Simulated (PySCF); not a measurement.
**How methods differ on the ionisation energy of Mn²⁺**

Mn²⁺ [Ar] 3d5 (6S) → Mn³⁺ [Ar] 3d4 (5D), as a difference of total energies. Computed with PySCF 2.14 in def2-TZVPPD (6s6p4d2f1g, 67 functions), with no relativity, point nucleus. Correlated levels: valence: [Ar] frozen. The calculations carry no spin-orbit coupling.

| method | ionisation energy (eV) |
| --- | --- |
| UHF | 32.582 |
| MP2 (valence) | 33.405 |
| SCS-MP2 (valence) | 32.856 |
| CCSD (valence) | 33.432 |
| CCSD(T) (valence) | 33.446 |

Problem. How much does correlation contribute at CCSD(T) (valence)?

Solution. 33.446 − (32.582) = 0.864 eV, measured against UHF.

A first-order spin-orbit estimate (lowest level to lowest level, LS coupling) adds -0.071 eV.

These non-relativistic numbers lack the scalar-relativistic shift.

Errors of the correlated levels include the incompleteness of this basis and the frozen core.

For comparison: 33.668 ± 0.012 eV (measured; NIST Atomic Spectra Database, ionization energies).
